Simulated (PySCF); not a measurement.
Compound: aluminum trichloride, AlCl3.
SMILES with atom numbers: `[Cl:1][Al:2]([Cl:3])[Cl:4]`

The closed-shell ground state was solved at several levels (PySCF, density fitting, gas phase, non-relativistic). Isolated species at its PBE0-D3(BJ)/def2-SVP geometry, gas phase.

| level | basis functions | HOMO (eV) | LUMO (eV) | gap (eV) | dipole (D) |
| --- | --- | --- | --- | --- | --- |
| PBE0/def2-TZVP | 148 | -9.38 | -1.33 | 8.05 | 0.03 |
| PBE0/def2-SVP | 72 | -9.25 | -1.15 | 8.10 | 0.03 |
| B3LYP/def2-SVPD | 105 | -9.18 | -1.86 | 7.32 | 0.03 |
| BHandHLYP/def2-SVPD | 105 | -10.72 | -0.89 | 9.83 | 0.03 |
| wB97X-D/def2-SVPD | 105 | -11.36 | 0.05 | 11.41 | 0.03 |
| PBE/def2-SVPD | 105 | -8.09 | -2.42 | 5.67 | 0.03 |
| PBE0/6-31G* | 72 | -9.41 | -1.50 | 7.91 | 0.03 |
| PBE0/def2-SVPD | 105 | -9.50 | -1.61 | 7.89 | 0.03 |
| PBE0/pcSseg-1 | 96 | -9.51 | -1.52 | 7.99 | 0.03 |

(1) Estimate the row for wB97X-D/pcSseg-2, a basis of 172 functions; the other rows only guide the guess.

(2) Over all these levels, which gives the widest orbital gap and which the narrowest?

(3) How much does the basis alone move the frontier levels among the 5 PBE0 rows?

(4) In the def2-SVPD basis, how does the gap go with the fixed share of exact exchange?

(5) How far do the dipole and the HOMO energy spread over the levels?

Results:

(1) HOMO -11.35 eV, LUMO 0.36 eV, gap 11.71 eV, dipole 0.03 D.

(2) wB97X-D/pcSseg-2 (range-separated hybrid) has the widest, 11.71 eV, and PBE/def2-SVPD (GGA) the narrowest, 5.67 eV. Functional and basis both differ between the two, so the spread mixes both effects.

(3) The HOMO by 0.26 eV and the LUMO by 0.46 eV. By rising basis size (HOMO, LUMO in eV): def2-SVP -9.25, -1.15; 6-31G* -9.41, -1.50; pcSseg-1 -9.51, -1.52; def2-SVPD -9.50, -1.61; def2-TZVP -9.38, -1.33.

(4) PBE (0 %) 5.67 eV; B3LYP (20 %) 7.32 eV; PBE0 (25 %) 7.89 eV; BHandHLYP (50 %) 9.83 eV. Each rise in the share widens the gap here.

(5) The dipole runs from 0.03 to 0.03 D (mean 0.03 D) and the HOMO from -11.36 to -8.09 eV.
